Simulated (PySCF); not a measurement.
# Ionisation energy of Zn⁺ by level of theory

Zn⁺ [Ar] 3d10 4s1 (2S) → Zn²⁺ [Ar] 3d10 (1S), as a difference of total energies. All numbers are calculated (PySCF 2.14, a scalar-relativistic core potential, in aug-cc-pwCVDZ-PP with ECP10MDF). Correlated levels: valence: 3s2 3p6 frozen; valence and next inner shell: nothing frozen outside the core potential. The calculations carry no spin-orbit coupling.

Problem. Order these methods by the ionisation energy they give, lowest first.
A. PW91
B. LDA
C. r2SCAN
D. SCS-MP2 (valence)

Solution. D (17.650 eV), C (18.584 eV), A (18.760 eV), B (19.034 eV).

Errors of the correlated levels include the incompleteness of this basis and the frozen core.

For comparison: 17.964 eV (measured; NIST Atomic Spectra Database, ionization energies).
